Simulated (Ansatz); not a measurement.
Ansatz (an electronic-structure program) input:

Ansatz 0.2 input:
```yaml
crystal:
  periodic: [false, false, false]
  atoms:
    - {symbol: In, position_ang: [-0.13683617, -0.18693350, -0.23208144]}
    - {symbol: O, position_ang: [0.64354274, 0.98234673, 1.27948728]}
    - {symbol: H, position_ang: [1.55663064, 1.30096774, 1.13609229]}
basis:
  gaussian:
    orbitals: def2-TZVPD
hamiltonian:
  xc: {name: HSE06}
total_charge: 1
magnetization: {spin_polarized: true, initial_magnetization: 1}
output: {forces: true}
```

### Question
Predict the final energy.

### Answer
-265.61896 Eh (HSE06/def2-TZVPD). The basis has 105 functions.
